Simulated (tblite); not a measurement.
Task: Give a GFN2-xTB geometry of `CN(C)c1cccc2[n-]nnc12`. (Charge -1.)

Result: 
```
atom  x, y, z in Å
C1     2.1740    0.9185   -0.1056
N2     1.3895   -0.1939    0.3738
C3     2.0808   -1.4536    0.3155
C4     0.0102   -0.1670    0.1218
C5    -0.7546   -1.3146    0.0021
C6    -2.1507   -1.2789   -0.1553
C7    -2.8525   -0.1040   -0.2100
C8    -2.1146    1.0785   -0.1087
N9    -2.4802    2.3794   -0.1337
N10   -1.3821    3.0862   -0.0027
N11   -0.3008    2.3497    0.1119
C12   -0.6940    1.0520    0.0538
H13    2.5114    0.7718   -1.1444
H14    3.0576    1.0386    0.5291
H15    1.5576    1.8186   -0.0498
H16    2.1034   -1.8948   -0.6963
H17    3.1123   -1.2990    0.6405
H18    1.6153   -2.1689    0.9945
H19   -0.2888   -2.2915    0.0285
H20   -2.6746   -2.2270   -0.2371
H21   -3.9283   -0.0830   -0.3284
```

Orientation and origin are arbitrary. Atoms count from 1 in this order. The 5 C–N bonds span 1.351 Å (C8–N9, aromatic) to 1.443 Å (C1–N2, drawn single), a spread of 0.092 Å. C6 (aromatic CH carbon) is planar (angles 122.4°, 119.9° and 117.7°, sum 360.0°, 0.00 Å off the plane of its three neighbours). C4 (aromatic carbon bearing nitrogen) is planar (angles 122.9°, 121.1° and 115.9°, sum 359.9°, 0.03 Å off the plane of its three neighbours). N2 (aniline-type nitrogen) has angles 118.8°, 117.4° and 113.6°, sum 349.8°, 0.27 Å off the plane of its three neighbours.

Bonds between heavy atoms (Å): C1–N2 1.443, N2–C3 1.438, N2–C4 1.402, C4–C5 1.384, C5–C6 1.405, C6–C7 1.370, C7–C8 1.398, C8–N9 1.351, N9–N10 1.313, N10–N11 1.313, N11–C12 1.357, C4–C12 1.409, C8–C12 1.430.

Structure optimised with GFN2-xTB, isolated species.

Point group: C1 (no symmetry element, even within 0.4 Å). Its GFN2-xTB frequencies are all real (lowest 65 cm⁻¹). 2 starts were optimised and ended at 0.00 and 1.59 kcal/mol (GFN2-xTB); the lowest of these is shown.

The numbers are calculated, not measured.
